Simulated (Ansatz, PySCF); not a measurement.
Dissociation curve of GaH, singlet.

Methods: UHF/cc-pVQZ (Ansatz, a quantum-chemistry and plane-wave program); RHF/cc-pVQZ (Ansatz); UKS-B3LYP = unrestricted B3LYP/cc-pVQZ run with Ansatz; RKS-B3LYP = restricted B3LYP/cc-pVQZ (Ansatz); UKS-BLYP = unrestricted BLYP/cc-pVQZ in Ansatz; RKS-BLYP = Ansatz with restricted BLYP/cc-pVQZ; UKS-PBE = unrestricted PBE/cc-pVQZ in Ansatz; RKS-PBE = restricted PBE/cc-pVQZ (Ansatz); UKS-B3LYP/6-31G* = unrestricted B3LYP/6-31G*, spherical d (PySCF); RKS-B3LYP/6-31G* = restricted B3LYP/6-31G*, spherical d (PySCF); UKS-LDA (SVWN5)/6-31G* = unrestricted LDA (SVWN5)/6-31G*, spherical d (PySCF); RKS-LDA (SVWN5)/6-31G* = restricted LDA (SVWN5)/6-31G*, spherical d run with PySCF; UKS-B3LYP/3-21G = unrestricted B3LYP/3-21G (PySCF 2.14.0); RKS-B3LYP/3-21G = restricted B3LYP/3-21G (PySCF).

Scanned distances (Å): 1.26, 1.32, 1.42, 1.51, 1.56, 1.64, 1.68, 1.72, 1.82, 1.84, 1.93, 2.10, 2.27, 2.52, 2.76, 3.01, 3.34, 3.65, 4.20, 4.56, 4.94, 5.86, 6.63.

Q: Where does the unrestricted solution first break spin symmetry (<S²> of 0.01 or more)?

A: UHF: already at 1.26 Å; UKS-B3LYP: between 2.76 and 3.01 Å; UKS-BLYP: between 3.01 and 3.34 Å; UKS-PBE: between 3.01 and 3.34 Å; UKS-B3LYP/6-31G*: between 2.76 and 3.01 Å; UKS-LDA (SVWN5)/6-31G*: between 3.01 and 3.34 Å; UKS-B3LYP/3-21G: between 2.76 and 3.01 Å.

```tsv
R / Å	<S²> UHF	E(RHF) − E(UHF) / kJ/mol	<S²> UKS-B3LYP	E(RKS-B3LYP) − E(UKS-B3LYP) / kJ/mol	<S²> UKS-BLYP	E(RKS-BLYP) − E(UKS-BLYP) / kJ/mol	<S²> UKS-PBE	E(RKS-PBE) − E(UKS-PBE) / kJ/mol	<S²> UKS-B3LYP/6-31G*	E(RKS-B3LYP/6-31G*) − E(UKS-B3LYP/6-31G*) / kJ/mol	<S²> UKS-LDA (SVWN5)/6-31G*	E(RKS-LDA (SVWN5)/6-31G*) − E(UKS-LDA (SVWN5)/6-31G*) / kJ/mol	<S²> UKS-B3LYP/3-21G	E(RKS-B3LYP/3-21G) − E(UKS-B3LYP/3-21G) / kJ/mol
1.26	0.21	2.1	0.00	0.0	0.00	0.0	0.00	0.0	0.00	0.0	0.00	0.0	0.00	0.0
1.32	0.17	1.4	0.00	0.0	0.00	0.0	0.00	0.0	0.00	0.0	0.00	0.0	0.00	0.0
1.42	0.11	0.5	0.00	0.0	0.00	0.0	0.00	0.0	0.00	0.0	0.00	0.0	0.00	0.0
1.51	0.05	0.1	0.00	0.0	0.00	0.0	0.00	0.0	0.00	0.0	0.00	0.0	0.00	0.0
1.56	0.02	0.0	0.00	0.0	0.00	0.0	0.00	0.0	0.00	0.0	0.00	0.0	0.00	0.0
1.64	0.00	0.0	0.00	0.0	0.00	0.0	0.00	0.0	0.00	0.0	0.00	0.0	0.00	0.0
1.68	0.00	0.0	0.00	0.0	0.00	0.0	0.00	0.0	0.00	0.0	0.00	0.0	0.00	0.0
1.72	0.00	0.0	0.00	0.0	0.00	0.0	0.00	0.0	0.00	0.0	0.00	0.0	0.00	0.0
1.82	0.00	0.0	0.00	0.0	0.00	0.0	0.00	0.0	0.00	0.0	0.00	0.0	0.00	0.0
1.84	0.00	0.0	0.00	0.0	0.00	0.0	0.00	0.0	0.00	0.0	0.00	0.0	0.00	0.0
1.93	0.00	0.0	0.00	0.0	0.00	0.0	0.00	0.0	0.00	0.0	0.00	0.0	0.00	0.0
2.10	0.00	0.0	0.00	0.0	0.00	0.0	0.00	0.0	0.00	0.0	0.00	0.0	0.00	0.0
2.27	0.00	0.0	0.00	0.0	0.00	0.0	0.00	0.0	0.00	0.0	0.00	0.0	0.00	0.0
2.52	0.31	5.3	0.00	0.0	0.00	0.0	0.00	0.0	0.00	0.0	0.00	0.0	0.00	0.0
2.76	0.59	25.2	0.00	0.0	0.00	0.0	0.00	0.0	0.00	0.0	0.00	0.0	0.00	0.0
3.01	0.76	53.3	0.16	1.3	0.00	0.0	0.00	0.0	0.24	3.1	0.00	0.0	0.18	1.6
3.34	0.89	93.7	0.45	11.5	0.27	3.2	0.33	3.9	0.52	17.0	0.26	2.0	0.48	14.1
3.65	0.95	130.7	0.61	24.8	0.47	10.9	0.54	13.4	0.68	33.7	0.52	11.2	0.66	31.0
4.20	0.99	188.5	0.77	48.1	0.66	26.0	0.75	31.9	0.84	62.8	0.75	31.4	0.83	61.8
4.56	1.00	220.2	0.83	60.9	0.73	34.4	0.82	42.2	0.90	79.1	0.83	43.2	0.90	79.6
4.94	1.01	248.8	0.88	72.3	0.78	41.4	0.88	51.2	0.95	93.6	0.88	53.2	0.95	95.6
5.86	1.01	301.0	0.96	91.8	0.83	52.3	1.00	68.5	1.00	118.3	0.94	68.3	1.00	122.6
6.63	1.01	330.6	1.00	102.5	0.85	57.4	1.00	76.4	1.00	129.6	0.97	74.2	1.00	134.2
```
